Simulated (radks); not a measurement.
Dy L, 17 electrons, occupied as [Ne] 3s2 3p5.

All-electron calculation, scalar-relativistic Kohn-Sham, PBE, spin-polarised, spherical densities, point nucleus; open shells are filled with parallel spins first (spin-orbit coupling, left out, can overturn this in heavy ions). Program: a radial shooting solver on a logarithmic mesh with Libxc functionals.

Energy parts (eV):
| part | energy |
|---|---|
| total | -268227.09 |
| kinetic | 293746.08 |
| electron-nucleus | -590525.44 |
| Hartree | 32585.63 |
| exchange-correlation | -4033.35 |

Orbitals (lengths in bohr, moments of r in powers of bohr; <r^-3> diverges for s and p1/2; r(max) is where P^2 peaks):
[
 {"orbital": "1s up", "occ.": "1", "eigenvalue (eV)": "-56981.60", "r(max)": "0.01337", "<r^-3>": "-"},
 {"orbital": "1s down", "occ.": "1", "eigenvalue (eV)": "-56978.53", "r(max)": "0.01337", "<r^-3>": "-"},
 {"orbital": "2s up", "occ.": "1", "eigenvalue (eV)": "-12149.67", "r(max)": "0.07567", "<r^-3>": "-"},
 {"orbital": "2s down", "occ.": "1", "eigenvalue (eV)": "-12147.63", "r(max)": "0.07568", "<r^-3>": "-"},
 {"orbital": "2p up", "occ.": "3", "eigenvalue (eV)": "-11166.03", "r(max)": "0.06134", "<r^-3>": "13060"},
 {"orbital": "2p down", "occ.": "3", "eigenvalue (eV)": "-11162.99", "r(max)": "0.06135", "<r^-3>": "13060"},
 {"orbital": "3s up", "occ.": "1", "eigenvalue (eV)": "-4729.711", "r(max)": "0.2048", "<r^-3>": "-"},
 {"orbital": "3s down", "occ.": "1", "eigenvalue (eV)": "-4721.434", "r(max)": "0.2049", "<r^-3>": "-"},
 {"orbital": "3p up", "occ.": "3", "eigenvalue (eV)": "-4431.338", "r(max)": "0.1989", "<r^-3>": "3401"},
 {"orbital": "3p down", "occ.": "2", "eigenvalue (eV)": "-4423.002", "r(max)": "0.1989", "<r^-3>": "3399"},
 {"orbital": "3d up", "occ.": "0", "eigenvalue (eV)": "-4126.118", "r(max)": "0.1583", "<r^-3>": "475.3"},
 {"orbital": "3d down", "occ.": "0", "eigenvalue (eV)": "-4119.158", "r(max)": "0.1581", "<r^-3>": "476.2"},
 {"orbital": "4s up", "occ.": "0", "eigenvalue (eV)": "-2476.342", "r(max)": "0.4107", "<r^-3>": "-"},
 {"orbital": "4s down", "occ.": "0", "eigenvalue (eV)": "-2473.398", "r(max)": "0.4109", "<r^-3>": "-"}
]

The highest occupied level is 3p down at -4423.0 eV. For comparison, the ionisation energy in NIST's Atomic Spectra Database is 4407 eV (theoretical). In exact Kohn-Sham theory the highest level is minus the ionisation energy, but local and semilocal functionals leave it too shallow, through self-interaction and a potential that decays too fast; potentials with the right tail come closer.
